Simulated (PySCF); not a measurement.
Several orderings of computed values.

All species are isolated and taken at one optimised geometry, non-relativistic unless stated; the electronic structure was computed with PySCF and density fitting.

Dipoles, sizes and rotational constants follow the conformer. The torsions of the flexible species, by atom-mapped SMILES:
- `[CH3:1][C:2]([CH3:3])([CH3:4])[CH2:5][C:6](=[O:7])[O:8][SiH3:9]`: C1–C2–C5–C6 55°, C2–C5–C6–O7 78°, C5–C6–O8–Si9 176°
- `[O:1]=[C:2]([OH:3])[SiH:4]1[NH:5][SiH2:6][NH:7]1`: O1–C2–Si4–N5 136°, H–O3–C2–O1 0°
- `[SiH3:1][n:2]1[n:3][n:4][cH:5][c:6]1[CH:7]1[CH2:8][CH2:9]1`: C5–C6–C7–C8 105°
- `[N:1]#[C:2][CH2:3][SiH2:4][SiH3:5]`: C2–C3–Si4–Si5 -55°
- `[F:1][C:2]([F:3])([F:4])[CH:5]=[C:6]1[CH:7]=[CH:8]1`: F1–C2–C5–C6 -119°

The conformers of `[SiH3][NH][GaH2-][O+]1CCCC1` aren't listed.

**Question.** Rank by electronic spatial extent ⟨r²⟩ about the centre of nuclear charge, lowest first (CAM-B3LYP/def2-SVPD at PBE0-D3(BJ)/def2-SVP geometries).
A. `C(C[SiH2][SiH3])#N`
B. `[SiH3]n1nncc1C1CC1`
C. `OC([SiH]1N[SiH2]N1)=O`
D. `FC(F)(F)C=C1C=C1`
E. `CC(C)(C)CC(=O)O[SiH3]`

**Answer.** A (871 bohr²), D (942 bohr²), C (1146 bohr²), B (1411 bohr²), E (1838 bohr²).

**Question.** By how much do the two ends of that ranking differ?

**Answer.** By 967 bohr², between `CC(C)(C)CC(=O)O[SiH3]` and `N#CC[SiH2][SiH3]`.

**Question.** Rank by static isotropic polarisability, lowest first (CAM-B3LYP/def2-SVPD at PBE0-D3(BJ)/def2-SVP geometries).
A. `N#CC[SiH2][SiH3]`
B. `FC(F)(F)C=C1C=C1`
C. `CC(C)(CC(O[SiH3])=O)C`
D. `c1c(n([SiH3])nn1)C1CC1`
E. `N1[SiH](C(=O)O)N[SiH2]1`
F. `[SiH3][NH][GaH2-][O+]1CCCC1`

**Answer.** B (59.8 au), E (80.6 au), A (84.9 au), D (99.7 au), C (104.6 au), F (113.7 au).

**Question.** Rank by lowest singlet excitation, lowest first (TDDFT CAM-B3LYP/def2-SVPD at PBE0-D3(BJ)/def2-SVP geometries).
A. `[NH]([GaH2-][O+]1CCCC1)[SiH3]`
B. `CC(C)(C)CC(=O)O[SiH3]`
C. `N#CC[SiH2][SiH3]`
D. `FC(F)(F)C=C1C=C1`
E. `[SiH3]N1N=NC=C1C1CC1`

**Answer.** D (4.84 eV), E (5.50 eV), B (5.75 eV), A (6.04 eV), C (7.18 eV).

**Question.** Rank by HOMO energy, lowest first (CAM-B3LYP/def2-SVPD at PBE0-D3(BJ)/def2-SVP geometries).
A. `[SiH3][NH][GaH2-][O+]1CCCC1`
B. `O=C(O)[SiH]1N[SiH2]N1`
C. `CC(C)(C)CC(=O)O[SiH3]`
D. `[SiH3]n1nncc1C1CC1`
E. `N#CC[SiH2][SiH3]`

**Answer.** E (-9.87 eV), C (-9.60 eV), B (-8.75 eV), D (-8.61 eV), A (-8.21 eV).

**Question.** Give the two extremes of that set in hartree.

**Answer.** `N#CC[SiH2][SiH3]`: -0.363 Eh; `[SiH3][NH][GaH2-][O+]1CCCC1`: -0.302 Eh.

**Question.** Rank by dipole moment, lowest first (CAM-B3LYP/def2-SVPD at PBE0-D3(BJ)/def2-SVP geometries).
A. `CC(C)(C)CC(=O)O[SiH3]`
B. `n1ncc(C2CC2)n1[SiH3]`
C. `N#CC[SiH2][SiH3]`
D. `O=C(O)[SiH]1N[SiH2]N1`

**Answer.** A (1.70 D), D (1.90 D), C (3.89 D), B (5.01 D).

**Question.** Give the two extremes of that set in atomic units.

**Answer.** `CC(C)(C)CC(=O)O[SiH3]`: 0.67 au; `[SiH3]n1nncc1C1CC1`: 1.97 au.

**Question.** Rank by vertical ionisation energy, lowest first (ΔSCF CAM-B3LYP/def2-SVPD at PBE0-D3(BJ)/def2-SVP geometries).
A. `[SiH3]n1nncc1C1CC1`
B. `N#CC[SiH2][SiH3]`
C. `CC(C)(C)CC(=O)O[SiH3]`
D. `[SiH2]1N[SiH](C(O)=O)N1`
E. `[SiH3][NH][GaH2-][O+]1CCCC1`

**Answer.** E (8.78 eV), A (9.26 eV), D (9.52 eV), C (10.28 eV), B (10.64 eV).
